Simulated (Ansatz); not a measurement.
Geometry optimisation, UKS PBE-D4/def2-SVP (Ansatz).

input.yaml

```yaml
crystal:
  periodic: [false, false, false]
  atoms:
    - { symbol: C, position_ang: [-0.03573, 1.06569, -0.72363] }
    - { symbol: Si, position_ang: [0.11326, -0.37448, 0.23967] }
    - { symbol: Te, position_ang: [0.90462, -2.23772, 1.43758] }
    - { symbol: H, position_ang: [-0.98214, 1.54651, -0.95362] }
magnetization:
  spin_polarized: true
  initial_magnetization: 1
basis:
  gaussian: { orbitals: def2-SVP }
hamiltonian:
  xc: pbe
  dispersion: d4
relax:
  f_tol: 0.02
  max_steps: 50
```

Launched with:

```bash
$ ansatz run input.yaml --threads 1 --pin off --max-ram 2048MiB --backend cpu --events-out ev --progress --plain --runs-dir out
```

Where does it end, and by what steps?

It converged. After 5 steps the energy has fallen by 0.098 eV; Si2 moved furthest, 0.23 Å.

```tsv
step	energy less start (eV)	largest force component (eV/Å)	accepted
0	0.0000	0.862	yes
1	-0.0735	0.250	yes
2	-0.0799	0.284	yes
3	-0.0969	0.060	yes
4	-0.0973	0.084	yes
5	-0.0978	0.010	yes
```

```xyz
4
Properties=species:S:1:pos:R:3
C -0.093 0.967 -0.649
Si -0.089 -0.447 0.313
Te 1.031 -2.182 1.385
H -0.849 1.663 -1.049
```

Whether the end is a true minimum wasn't checked by a vibrational analysis.

Time of the run: 25 s on 1 CPU thread of a shared host.
